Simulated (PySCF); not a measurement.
LaO (SMILES [O]=[La]), doublet, at a GFN2-xTB geometry (such geometries of metal compounds can be far from the true shape) (core potentials on La).

PySCF was given this input:
```python
from pyscf import gto, scf, dft

mol = gto.M(
    atom='''
La   -0.00000000   -0.00000000   -0.24883547
O     0.00000000    0.00000000    1.77295270
''',
    basis='def2-qzvp',
    ecp={'La': 'def2-qzvp'},
    spin=1,
    verbose=4,
)

mf = dft.UKS(mol)
mf.xc = 'r2scan'
mf = mf.density_fit(auxbasis='def2-universal-jkfit')
mf.kernel()
```

What does this run give for the nuclear repulsion energy, dipole moment, HOMO energy, Mulliken (on the basis functions themselves) charges in atom order, <S^2>, total energy?


The nuclear repulsion energy is 23.0329 Eh and the dipole moment comes out as 4.80 D. The HOMO energy comes out as -3.70 eV. The Mulliken (on the basis functions themselves) charges in atom order comes out as La1 0.73, O2 -0.73, the <S^2> comes out as 0.755 and the total energy comes out as -106.822637 Ha.

These values belong to the state on which the SCF converged, which isn't shown to be the lowest.
